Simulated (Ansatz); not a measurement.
C2H6Cl2Si can be A, `ClC[SiH2]CCl`, or B, `CC([SiH3])(Cl)Cl`.

Gas-phase electronic energies from Ansatz, PBE0-D4/def2-TZVP geometries. CCSD(T)/CBS is the MP2 limit (def2-TZVPP, def2-QZVPP) plus CCSD(T) − MP2 in def2-TZVPP, frozen cores. DFT in def2-TZVPP. B3LYP here is the variant with VWN-RPA as its local correlation; programs differ in this. Each species was taken in one conformer, which may not be the lowest.

A:

Z-matrix (Å, degrees):
```
C
Si 1 1.880
Cl 1 1.787 2 109.2
H 1 1.090 2 111.5 3 118.6
H 1 1.090 2 112.2 3 -119.2
C 2 1.880 1 109.2 3 -60.5
H 2 1.486 1 109.4 3 59.2
H 2 1.486 1 109.4 3 179.9
Cl 6 1.787 2 109.2 1 -60.5
H 6 1.090 2 111.5 1 58.1
H 6 1.090 2 112.2 1 -179.7
```

B:

Z-matrix (Å, degrees):
```
C
C 1 1.510
H 1 1.092 2 109.8
H 1 1.092 2 109.8 3 119.9
H 1 1.092 2 110.6 3 -120.1
Si 2 1.903 1 114.9 3 -59.9
Cl 2 1.792 1 109.4 3 60.3
Cl 2 1.792 1 109.4 3 179.8
H 6 1.479 2 108.8 1 180.0
H 6 1.485 2 108.0 1 -59.4
H 6 1.485 2 108.0 1 59.4
```

**Question.** Which isomer does CCSD(T)/CBS put lower? Give the gap. (Best estimate.)

**Answer.** The calculation gave: A, by 6.7 kcal/mol.

**Question.** Give E(B) − E(A) in kcal/mol with B3LYP, BLYP-D4, PBE-D4, CCSD/def2-TZVPP, HF/def2-TZVPP, LDA (SPW92), CCSD(T)/def2-SVP. (Estimate.)

**Answer.** The calculation gave: B3LYP 8.6, BLYP-D4 6.6, PBE-D4 6.6, CCSD/def2-TZVPP 7.6, HF/def2-TZVPP 10.3, LDA (SPW92) 4.5, CCSD(T)/def2-SVP 2.2. None reverses the order clearly.

**Question.** Does the order hold for the free energy at 298.15 K (harmonic terms from PBE0-D4)? (Estimate.)

**Answer.** The calculation gave: Yes: G(B) − G(A) = +5.7 kcal/mol, for one conformer each. Modes under 60 cm⁻¹, often nearly free rotors, make the harmonic entropy too high.

Largest T1 diagnostic: 0.010.

At CCSD(T), def2-SVP lies −4.5 kcal/mol from the extrapolated value and def2-TZVPP −0.1 kcal/mol. In def2-TZVPP, CCSD(T) changes the Hartree–Fock value by −3.6 kcal/mol (the triples alone add −0.9 kcal/mol) and MP2 by −4.8 kcal/mol.
